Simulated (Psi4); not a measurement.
Relaxed torsion scan: CH2F4Si, SMILES FC(F)(F)[SiH2]F. Scanned: dihedral F1–Si2–C3–F4; all other coordinates were relaxed at B3LYP-D3(BJ)/def2-SVP.

Geometry of the scan point at 0° (Å):
```
8

F      1.3911     1.5299    -0.5137
Si     1.0167     0.0398     0.0075
C     -0.9224    -0.0920     0.0364
F     -1.5082     1.0475    -0.3701
F     -1.3777    -0.3616     1.2773
F     -1.3593    -1.0822    -0.7687
H      1.5232    -0.1372     1.3878
H      1.5432    -0.9601    -0.9497
```

Computed with Psi4 with DF-MP2 (frozen core)/cc-pVTZ // B3LYP-D3(BJ)/def2-SVP.

Scanned values (°): 0, 10, 20, 30, 40, 50, 60, 70, 80, 90, 100, 110.

### Question
Locate the minima and the barriers on this grid.

### Answer
Lower than their neighbours: 60° (0.00 kJ/mol). Higher than their neighbours: 0° (7.25 kJ/mol, end of the scan), 110° (6.61 kJ/mol, end of the scan). The whole profile spans 7.25 kJ/mol.
